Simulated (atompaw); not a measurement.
# Pseudopotential generation for hydrogen: PAW (atompaw), PBE, scalar-relativistic.

hydrogen, PAW, made with atompaw 4.2.0.5 (PBE, scalar-relativistic). Core none, reference 1s1. Waves: 1s (bound): rc 0.95 bohr; 1s channel at -0.1 Ry: rc 0.95 bohr; 2p channel at 0.4 Ry: rc 0.80 bohr; 2p channel at 2.25 Ry: rc 0.95 bohr. Local part: troulliermartins scheme with l = 2 at 0 Ry, radius 0.75 bohr. Core correction: none. Augmentation charge: gaussian compensation charge, radius 0.90 bohr; PAW radius 0.95 bohr; waves and projectors: custom rrkj gramschmidtortho.

Poles of the logarithmic derivatives, all-electron (AE) and pseudo (PS). s: poles at no energy (AE) and no energy (PS) Ry. p: poles at no energy (AE) and no energy (PS) Ry. Test radius 0.95 bohr.

- Cutoffs needed: 21 Ry and 40 Ry (the cutoffs (Ry, on a coarse ladder) from which the occupation-weighted sum of valence levels, in a spherical-Bessel basis at the reference potential, stays within 10 and 1 mRy of its value at 400 Ry)
- Ghost test: no extra level below or beside the all-electron valence levels (s, p, d, f tested) (spherical-Bessel basis up to 400 Ry, 20 bohr box)
- Lowest eigenvalue of the overlap operator: 0.62 (p channel)
- Overlap eigenvalues printed by atompaw (projector basis): 1.61, 9.68, 435, 7.78e+03
- Share of each valence orbital outside the PAW sphere: 1s 73 %
